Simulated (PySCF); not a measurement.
Se(Br)(SMe) (CH₃BrSSe), SMILES CS[Se]Br. Atoms are numbered in the order given.

```xyz
7

Se     0.0772    -0.6582     0.7227
Br    -1.1970     1.2786     0.1336
S      1.7998    -0.6171    -0.5706
C      1.1964    -1.3441    -2.1299
H      0.8127    -2.3605    -1.9685
H      2.0649    -1.3751    -2.8059
H      0.4184    -0.7009    -2.5649
```
Charge 0, spin multiplicity 1.

Coordinates come from a r2SCAN-D4/def2-SVP optimisation. This is a generated structure with no PubChem entry under its InChIKey; it may be hypothetical. Other conformers were not sampled.

Two levels are set side by side: PBE/pcSseg-1 (PySCF) and PBE0/pcSseg-1 (PySCF). GIAO shifts against H2S (³³S), Me2Se (⁷⁷Se), TMS (¹H), TMS (¹³C) at the same level; non-relativistic, no solvent, atoms listed together averaged. Without spin–orbit terms, shifts of atoms bonded to Cl or Br come out too high at both levels. Differences are taken from unrounded values.

```
quantity                 PBE
--------------------  ------
δ(⁷⁷Se) of Se1 (ppm)  1483.5
δ(³³S) of S3 (ppm)     398.5
δ(¹³C) of C4 (ppm)      33.0
```

Task: These are the PBE values. What does PBE0 give? (An estimate is asked for; the answer gives what the named calculation found.)

Result: 
| quantity | PBE0 | PBE minus PBE0 |
|---|---|---|
| δ(⁷⁷Se) of Se1 (ppm) | 1442.1 | 41.4 |
| δ(³³S) of S3 (ppm) | 358.6 | 40.0 |
| δ(¹³C) of C4 (ppm) | 31.5 | 1.5 |

Rough cost on one machine, each run with all the roots and properties that it gave: PBE0 against PBE within a factor of 2.
